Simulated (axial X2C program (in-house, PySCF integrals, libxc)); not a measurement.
# GaBi along the bond: PBE0, spin-free

Computed with an axial X2C code built on PySCF integrals. Spin-free means the one-electron spin-free X2C Hamiltonian. Basis: Bi dyall-cv3z [12s14p10d6f1g], Ga dyall-cv3z [9s9p7d4f1g] (cores contracted in-house); Gaussian nuclei, density fitting, unrestricted open shells. Masses: Bi 208.980 u, Ga 68.926 u.

State: M_S = 1, Λ = 0 (beyond evenly filled blocks: π+α, π-α). Dipoles are positive if Ga is the positive end.

| R (Å) | μ (D) | HOMO (eV) | LUMO (eV) | ⟨S²⟩ |
| --- | --- | --- | --- | --- |
| 2.561 | 0.063 | -4.98 | -3.39 | 2.005 |
| 2.642 | 0.395 | -5.00 | -3.27 | 2.006 |
| 2.724 | 0.728 | -5.00 | -3.15 | 2.007 |
| 2.819 | 1.114 | -4.98 | -3.03 | 2.008 |
| 2.915 | 1.494 | -4.96 | -2.92 | 2.009 |
| 3.037 | 1.967 | -4.91 | -2.80 | 2.012 |

**Question.** The minimum lies at 2.834 Å. What is the dipole moment there, and its slope?

**Answer.** At PBE0, spin-free, with the sign and origin stated: μ = 1.17 D, dμ/dR = 4.02 D/Å.

The state is a single determinant with fixed occupations, the lowest that a limited PBE0 search found. Other states lie close and PBE0, whose exact exchange favours high spin, may order them wrongly; the determinant shown need not be the ground state. The nearest other spin-free determinant of the search, M_S = 1, Λ = 1, lies 0.28 eV up at the distance of the search. Spin–orbit coupling changes these values markedly for this molecule (Re by over 0.02 Å or De by over 0.25 eV), so the spin-free numbers are a model.
